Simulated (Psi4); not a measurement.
Psi4 was given this input:
```
memory 2 GB

molecule mol {
0 1
B     0.063640    0.315376   -0.024141
Cl   -1.540658   -0.035747   -0.517427
F     0.474086    1.577062   -0.067854
S     1.211370   -0.940813    0.547327
H     2.224294   -0.109737    0.770419
}

set {
  basis cc-pvdz
  reference rhf
  freeze_core true
}

energy('mp2')
print_variables()
```

Q: What total energy does MP2/cc-pVDZ run with Psi4 give?

A: -982.415125 Ha

Q: Predict the nuclear repulsion energy from MP2/cc-pVDZ.

A: 185.1863 Eh

Q: Give the MP2 correlation energy at the level MP2/cc-pVDZ.

A: -0.5345 Eh

Q: What is the computed number of basis functions (MP2/cc-pVDZ)?

A: 69
